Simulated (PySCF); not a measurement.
**How methods differ on the ionisation energy of Se**

Se [Ar] 3d10 4s2 4p4 (3P) → Se⁺ [Ar] 3d10 4s2 4p3 (4S), as a difference of total energies. Calculation: PySCF 2.14, in def2-TZVPPD (7s6p5d1f, 57 functions); the non-relativistic Hamiltonian (point nucleus). Correlated levels: valence: [Ar] 3d10 frozen; valence and next inner shell: [Ne] frozen. The calculations carry no spin-orbit coupling.

| method | ionisation energy (eV) | plus first-order spin-orbit estimate | difference from reference of that sum (eV) |
| --- | --- | --- | --- |
| UHF | 8.586 | 8.688 | -1.064 |
| LDA | 9.915 | 10.018 | +0.266 |
| PBE | 9.675 | 9.778 | +0.026 |
| PBE0 | 9.665 | 9.767 | +0.015 |
| r2SCAN | 9.719 | 9.821 | +0.069 |
| HSE06 | 9.711 | 9.814 | +0.062 |
| wB97M-V | 9.655 | 9.757 | +0.005 |
| wB97X | 9.835 | 9.938 | +0.186 |
| PW91 | 9.742 | 9.844 | +0.092 |
| MP2 (valence) | 9.249 | 9.351 | -0.401 |
| SCS-MP2 (valence) | 9.314 | 9.416 | -0.336 |
| MP2 (valence and next inner shell) | 9.294 | 9.397 | -0.355 |
| SCS-MP2 (valence and next inner shell) | 9.341 | 9.444 | -0.308 |

Reference: 9.752 eV (measured; NIST Atomic Spectra Database, ionization energies).

A first-order spin-orbit estimate (lowest level to lowest level, LS coupling) adds 0.102 eV.

These non-relativistic numbers lack the scalar-relativistic shift.

Errors of the correlated levels include the incompleteness of this basis and the frozen core.
